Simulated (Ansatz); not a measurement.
Basis sets compared for Na₁₁⁺. The state is a singlet with charge 1. Geometry PBE/def2-SVP. Ansatz on 4 threads of Intel Xeon Platinum 8488C on a shared host; times are rough, and most runs start from earlier orbitals.

| atom | x (Å) | y (Å) | z (Å) |
| --- | --- | --- | --- |
| Na1 | 1.9948 | -1.5306 | -0.0622 |
| Na2 | 1.9692 | -4.0949 | -2.6129 |
| Na3 | -0.5367 | 3.9202 | 2.4367 |
| Na4 | -3.6145 | 3.0203 | 1.0713 |
| Na5 | -0.6083 | 1.2421 | 0.0863 |
| Na6 | 4.6775 | -1.0803 | 2.0978 |
| Na7 | -3.7394 | 0.0958 | -1.2197 |
| Na8 | 1.9917 | 1.1349 | 2.3824 |
| Na9 | -0.7038 | -1.5525 | -2.2714 |
| Na10 | 4.6701 | -3.6672 | -0.5820 |
| Na11 | -6.1007 | 2.5122 | -1.3263 |

The restricted singlet is unstable towards broken spin symmetry in Hartree–Fock (as tested in another run); at PBE/def2-SVP, PBE/def2-TZVP, PBE0/def2-SVP, PBE0/def2-TZVP this wasn't settled. Another isomer (singlet) lies 0.73 eV lower at PBE0/def2-TZVP; other spin states weren't run for this one.

```json
{"level": "PBE/def2-SVP", "functions": "165", "energy (Eh)": "-1783.2302", "HOMO (eV)": "-5.25", "LUMO (eV)": "-4.69", "wall time": "3.4 s"}
{"level": "PBE0/def2-SVP", "functions": "165", "energy (Eh)": "-1783.3816", "HOMO (eV)": "-5.58", "LUMO (eV)": "-4.30", "wall time": "6 s"}
```

Task: Estimate the rows for PBE/def2-TZVP (with forces), PBE0/def2-TZVP.

Result: 
```tsv
level	functions	energy (Eh)	HOMO (eV)	LUMO (eV)	wall time
PBE/def2-TZVP (with forces)	352	-1783.8883	-5.29	-4.74	8 s
PBE0/def2-TZVP	352	-1784.0328	-5.61	-4.34	24 s
```
